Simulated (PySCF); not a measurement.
## Vibration and rotation of CoN⁺

UHF-CCSD(T) constants of CoN⁺, doublet, unpaired electrons π ↑↑, δ ↓ (PySCF, no relativity, basis sets Co def2-TZVPPD, N def2-TZVPPD; masses 58.9332 and 14.0031 u):

* ωe: 404.4 cm⁻¹
* ωexe: 12.1 cm⁻¹
* Be: 0.47522 cm⁻¹
* αe: 0.0141 cm⁻¹
* D (centrifugal): 2.62e-06 cm⁻¹
* De to Co⁺ (3d8) + N: 0.77 eV

Question: Give the vibrational terms G(v) and spacings up to v = 4.

Answer: G(v) = ωe(v+½) − ωexe(v+½)².

```json
{"v": "0", "G(v) (cm⁻¹)": "199", "G(v) − G(v−1)": "", "Bv (cm⁻¹)": "0.4682"}
{"v": "1", "G(v) (cm⁻¹)": "579", "G(v) − G(v−1)": "380", "Bv (cm⁻¹)": "0.4541"}
{"v": "2", "G(v) (cm⁻¹)": "935", "G(v) − G(v−1)": "356", "Bv (cm⁻¹)": "0.4400"}
{"v": "3", "G(v) (cm⁻¹)": "1267", "G(v) − G(v−1)": "332", "Bv (cm⁻¹)": "0.4259"}
{"v": "4", "G(v) (cm⁻¹)": "1575", "G(v) − G(v−1)": "308", "Bv (cm⁻¹)": "0.4118"}
```

Question: How well does the Morse estimate ωe²/(4ωexe) reproduce De, and what is D0?

Answer: It gives 0.42 eV, 54 % of the computed De. D0 = De − G(0) = 0.77 − 0.02 = 0.75 eV.

Correlated steps freeze 6 core orbitals. For an ion De counts to the pair picked by the measured ionisation energies or electron affinities, which need not be the lowest pair at this level. The CCSD T1 diagnostic is raised, a sign that a single reference may not be enough here. The state is the lowest single determinant that the PBE0 search found; with open d or f shells the true ground state can be another one.
